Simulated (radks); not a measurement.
The numbers below are computed, except where a source is named.
Q: The mean radii <r> (bohr) of the occupied orbitals of an atom or ion are listed with their occupations. Level of theory: scalar-relativistic Kohn-Sham, PBEsol, spin-polarised, spherical densities, finite nucleus; Fermi nuclear charge, rms radius of each element as measured or else 0.836 A^(1/3) + 0.57 fm (a radial shooting solver on a logarithmic mesh with Libxc functionals).

| orbital | occ. | <r> |
|---|---|---|
| 1s down | 1 | 0.02275 |
| 1s up | 1 | 0.02275 |
| 2s up | 1 | 0.09705 |
| 2s down | 1 | 0.09705 |
| 2p up | 3 | 0.08549 |
| 2p down | 3 | 0.08549 |
| 3s up | 1 | 0.2552 |
| 3s down | 1 | 0.2550 |
| 3p up | 3 | 0.2535 |
| 3p down | 3 | 0.2533 |
| 3d up | 5 | 0.2312 |
| 3d down | 5 | 0.2310 |
| 4s up | 1 | 0.5774 |
| 4s down | 1 | 0.5774 |
| 4p up | 3 | 0.6103 |
| 4p down | 3 | 0.6104 |
| 4d up | 5 | 0.6631 |
| 4d down | 5 | 0.6638 |
| 5s up | 1 | 1.337 |
| 5s down | 1 | 1.350 |
| 5p up | 3 | 1.513 |
| 5p down | 3 | 1.531 |
| 4f up | 4 | 0.8401 |

Name the element and its charge. Open shells, if any, are filled with parallel spins first.

A: Z = 62, samarium, charge +4: Sm4+ in [Xe] 4f4. The 1s radius gives Z: for a bare nucleus <r> = (2 gamma + 1)/(2Z) with gamma = sqrt(1 - (Z/c)^2), 0.02245 bohr for Z = 62, and screening makes it slightly larger (0.02275 here). The occupations add up to 58, and the charge is Z minus that.
